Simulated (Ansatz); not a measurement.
A structure relaxed at PBE0-D4/def2-SVP in Ansatz, charge 1, singlet:

```tsv
atom	x (Å)	y (Å)	z (Å)
Ge1	-1.362	-1.003	-1.596
Ge2	-1.074	1.573	1.372
Ge3	2.214	0.495	-0.511
P4	0.962	-1.356	-1.298
Ge5	1.273	1.020	1.674
Ge6	-2.212	-0.437	0.616
H7	-1.812	-2.325	-2.232
H8	-1.335	0.140	-2.621
H9	-1.676	2.046	2.701
H10	-1.198	2.656	0.289
H11	3.652	-0.038	-0.575
H12	1.934	1.509	-1.629
H13	1.142	-2.437	-0.403
H14	1.536	-1.864	-2.490
H15	1.461	-0.247	2.524
H16	2.116	2.180	2.223
H17	-1.892	-1.649	1.507
H18	-3.728	-0.264	0.448
```

Give its formula and point group.

Ge5PH12⁺, a doped cluster cut from the lattice of germanium (P on a surface site). Point group Cs (tolerance 0.1 Å).

Summarise the bond lengths by kind (pairs closer than 1.2 times the sum of covalent radii, bridged metal pairs left out).

4 × Ge–Ge 2.43 to 2.44 Å; 2 × Ge–P 2.37 Å; 10 × Ge–H 1.53 to 1.54 Å; 2 × H–P 1.42 Å.
